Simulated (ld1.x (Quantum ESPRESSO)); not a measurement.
What one change does to a pseudopotential (N, TM)

ld1.x (Quantum ESPRESSO) 7.5 input, shortened:

```
&input
   title='N', zed=7., rel=1, dft='PBESOL', iswitch=3,
   config='[He] 2s2 2p2 3d-2'
 /
 &inputp
   pseudotype=2, tm=.true., lloc=0,
   nlcc=.false.
 /
3
2P  2  1   2.00   0.00  1.10  1.10  0.0
3D  3  2  -2.00   0.40  1.10  1.10  0.0
2S  1  0   2.00   0.00  1.05  1.05  0.0
 &test
   configts(1)='2s2 2p2'
 /
```

Change: all radii scaled by about 0.93 (s 0.98, p 1.02, d 1.02 bohr).

Cutoffs: the cutoffs (Ry, on a coarse ladder) from which the occupation-weighted sum of valence levels, in a spherical-Bessel basis at the reference potential, stays within 10 and 1 mRy of its value at 400 Ry; they do not see the model core or the augmentation charge, which bear on the density cutoff. Errors are all-electron minus pseudo energies relative to the spin-unpolarised reference configuration.

Task: What does the change do?

Result: The potential gets neither clearly harder nor softer (90 Ry and 140 Ry → 100 Ry and 140 Ry); of the 7 tests that both files solve, the error grows in 0 and shrinks in 5 by more than 15 % and 0.3 meV (median size 27.6 → 21.7 meV); neither file shows a bound ghost. Less of the atom is replaced, so other configurations are described better.

| quantity | base | changed |
| --- | --- | --- |
| cutoff, loose | 90 Ry | 100 Ry |
| cutoff, tight | 140 Ry | 140 Ry |
| loose cutoff by channel (10 mRy a level) | p 70 Ry, s 45 Ry | p 80 Ry, s 45 Ry |
| bound ghosts | none | none |
| error for 2s2 2p3, meV [ΔE -13.52 eV] | +5.7 | +3.9 |
| error for 2s2 2p1, meV [ΔE 28.74 eV] | +28 | +22 |
| error for 2s2 2p0, meV [ΔE 75.62 eV] | +236 | +202 |
| error for 2s0 2p5, meV [ΔE 9.37 eV] | +58 | +39 |
| error for 2s1 2p4, meV [ΔE -2.09 eV] | +25 | +16 |
| error for 2s2 2p2.5, meV [ΔE -8.46 eV] | +2.4 | +1.8 |
| error for 2s1 2p0, meV [ΔE 153.14 eV] | +502 | +466 |
